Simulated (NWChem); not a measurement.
System: C4H12NSi, doublet; SMILES C[Si](C)N(C)C

The following NWChem deck was run.

```
start job
memory heap 200 mb stack 900 mb global 1100 mb
geometry units angstroms
  C      1.499151    -0.595124     1.371781
  N      0.922787     0.056014     0.225086
  C      1.926316     0.582813    -0.658063
  Si    -0.665618    -0.358657    -0.351926
  C     -1.805662    -0.479773     1.177490
  C     -1.246159     1.063097    -1.481213
  H      2.134364    -1.442448     1.082950
  H      2.119473     0.115495     1.927008
  H      0.714011    -0.958909     2.027141
  H      1.455592     1.086056    -1.496780
  H      2.582618    -0.206353    -1.047113
  H      2.550388     1.303775    -0.120658
  H     -2.845183    -0.466363     0.865954
  H     -1.649500    -1.393516     1.741791
  H     -1.646922     0.361882     1.849341
  H     -0.766438     1.041591    -2.454432
  H     -2.316326     0.991999    -1.647122
  H     -1.041698     2.030832    -1.026626
end
basis spherical
  * library def2-svp
end
dft
  odft
  mult 2
  xc xpbe96 cpbe96
  disp vdw 4
  iterations 150
end
driver
  maxiter 120
end
task dft optimize
```

No frequency run checked for a minimum.

The level has its own optimisation.

Problem. What results follow from this input? (PBE-D3(BJ)/def2-SVP, spin-unrestricted.) Quantities: r C–N (Å); r N–Si (Å); r C–Si (Å); dipole (D).

Solution. 
```yaml
r C–N (Å): 1.449
r N–Si (Å): 1.776
r C–Si (Å): 1.905
dipole (D): 0.92
```
